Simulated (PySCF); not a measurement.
A structure optimised at B3LYP-D3(BJ)/def2-SVP, used in a PySCF frequency run:

```xyz
8

Te    -0.1800    -0.0050     0.5472
O     -1.5104     0.9431    -0.6148
H     -1.3277     1.8931    -0.5471
O      1.3715    -0.0277    -0.7148
C      1.3100    -0.9174    -1.8164
H      0.4915    -0.6565    -2.5106
H      2.2671    -0.8260    -2.3561
H      1.1801    -1.9708    -1.5059
```
Charge 0, spin multiplicity 1.

Task: Write its SMILES and formula.

Result: CO[Te]O, CH₄O₂Te

Task: What are its rotational constants (standard atomic weights)?

Result: 7.0254, 2.8905, 2.2233 GHz
